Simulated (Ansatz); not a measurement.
A nudged elastic band was laid between two geometries of BH9SSi3 (14 atoms, charge 0, multiplicity 1).

All numbers below come from RHF/def2-SVP in Ansatz.

| Item | Value |
| --- | --- |
| movable images | 5 |
| climbing image | yes |
| spring | 5.0 eV/Å² |
| optimiser | quadratic models (default) |
| start path | through a guess of the saddle point |
| force threshold | 0.03 eV/Å |
| iteration limit | 60 |
| end points | relaxed |

First end point:

```xyz
14
Properties=species:S:1:pos:R:3
B -2.619 0.734 -0.543
Si -1.526 -0.929 -0.972
Si 0.349 -0.994 0.504
Si 1.882 0.750 0.033
S 3.583 0.718 1.375
H -3.552 0.693 0.208
H -2.312 1.801 -0.995
H -0.992 -0.898 -2.360
H -2.300 -2.186 -0.800
H 1.047 -2.298 0.380
H -0.112 -0.841 1.910
H 2.466 0.588 -1.317
H 1.185 2.059 0.092
H 2.887 0.772 2.514
```

Last end point:

```xyz
14
Properties=species:S:1:pos:R:3
B -2.607 0.741 -0.560
Si -1.533 -0.941 -0.961
Si 0.354 -0.993 0.499
Si 1.874 0.765 0.037
S 3.582 0.717 1.369
H -2.306 1.793 -1.052
H -3.524 0.729 0.212
H -1.013 -0.947 -2.354
H -2.316 -2.186 -0.751
H 1.063 -2.290 0.365
H -0.099 -0.851 1.910
H 2.450 0.627 -1.319
H 1.171 2.069 0.120
H 2.890 0.735 2.513
```

Which bonds break or form, and what moves?

No bond is made or broken. The dihedral H6–B1–Si2–Si3 goes from -94 to 84°. The two ends are copies of one structure, up to a mirror image or an exchange of like atoms.

What energy profile does the band end with?

The forces met the threshold. The highest image is number 3 of 0 to 6, 0.046 eV above the ends, which have the same energy within 2 meV. A vibrational analysis at the climbing image gives one clearly imaginary mode, 118i cm⁻¹: a first-order saddle point.

```csv
image,path coordinate (Å),energy (eV),dihedral H6–B1–Si2–Si3 (°)
0,0.00,0.000,-94
1,0.83,0.009,-70
2,1.66,0.032,-38
3,2.50,0.046,-4
4,3.26,0.034,27
5,4.01,0.011,56
6,4.76,0.000,84
```

What is the geometry of the highest image?


```xyz
14
Properties=species:S:1:pos:R:3
B -2.638 0.789 -0.633
Si -1.504 -0.887 -0.944
Si 0.403 -1.040 0.465
Si 1.905 0.759 0.112
S 3.574 0.694 1.492
H -2.406 1.585 0.234
H -3.586 1.000 -1.338
H -1.048 -0.913 -2.362
H -2.363 -2.084 -0.724
H 1.130 -2.315 0.242
H -0.036 -0.997 1.887
H 2.524 0.678 -1.230
H 1.183 2.051 0.213
H 2.850 0.652 2.614
```

What are the harmonic wavenumbers there?

118i, 32, 51, 71, 125, 164, 190, 344, 378, 424, 461, 502, 533, 609, 624, 662, 701, 749, 775, 854, 873, 923, 984, 990, 1006, 1016, 1269, 2285, 2290, 2293, 2312, 2314, 2342, 2680, 2772, 2855 cm⁻¹.

Time of the run: 3 min on 2 threads of Arm Neoverse V1, on a shared host, peak memory 0.31 GiB.
